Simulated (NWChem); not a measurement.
Molecule: C₂H₈BNO; SMILES CCOBN

```xyz
13

B      0.0209    -1.1519    -0.4379
H     -0.0292    -1.0435    -1.6480
O      0.3074    -0.0779     0.3511
C      0.5202     1.2062    -0.1781
C     -0.6368     2.1291     0.1406
H      1.4513     1.6035     0.2623
H      0.6761     1.1500    -1.2711
H     -0.8068     2.1750     1.2269
H     -0.4330     3.1486    -0.2215
H     -1.5646     1.7737    -0.3338
N     -0.2145    -2.3974     0.1598
H     -0.4220    -3.2282    -0.3731
H     -0.1816    -2.5335     1.1617
```
Atoms are numbered in this order, from 1.

Results from NWChem. Pople sets run with spherical d functions. Structure relaxed at the PBE0/def2-SVP level. Not confirmed as a minimum by frequencies. B3LYP is NWChem's, with the RPA form of VWN correlation. GIAO values for the isolated, static molecule; σ is the absolute isotropic shielding, δ = σ(reference) − σ with the isolated reference molecule computed at the same levels (11B: boron trifluoride, 13C: tetramethylsilane, 1H: tetramethylsilane, 17O: water).

For level PBE0/pcSseg-1:

```yaml
"δ B1 (ppm)": 15.3
"δ O3 (ppm)": 139.9
"δ H6 (ppm)": 3.93
"δ H13 (ppm)": 2.68
```

How do the values read with level B3LYP/6-311G** instead?


- δ B1 (ppm) = 16.7
- δ O3 (ppm) = 150.0
- δ H6 (ppm) = 4.04
- δ H13 (ppm) = 2.47
